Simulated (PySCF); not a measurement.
**Dipole response of Sn (tin, neutral)**

[Kr] 4d10 5s2 5p2, high-spin 3P determinant. Calculation: PySCF 2.14, in aug-cc-pV5Z-PP with ECP28MDF (8s8p6d4f3g2h, 139 functions); a scalar-relativistic core potential. Coupled (time-dependent) response in atomic units; α is the mean over directions.

```json
{"method": "M06", "mean α (bohr³)": "61.25", "α xx, yy, zz": "47.55, 68.09, 68.09", "C₆ (like pair)": "633.7", "S(−4)": "1848"}
```

S(−4) is the Cauchy moment in α(ω) = α(0) + S(−4) ω² + …

Reference α: 53 ± 6 bohr³ (recommended; Schwerdtfeger and Nagle, table of static dipole polarizabilities (2023 update)). Published C₆: 659.0 (Chu and Dalgarno (2004); Tang, Norbeck and Certain (1976)).

Spin-orbit coupling is absent.

α(iu) at M06:

```
u (hartree)  α(iu) (bohr³)
          0          61.25
     0.0500          57.11
      0.100          48.42
      0.200          32.63
      0.300          22.66
      0.500          12.61
      0.750          7.456
       1.00          5.093
       1.50          2.984
       2.00          2.035
       3.00          1.154
       5.00         0.5203
```

The components differ because the open shell of this determinant is not spherical; for a pure term their mean is the scalar polarisability.

Energies and moments cover only the electrons outside the core potential.
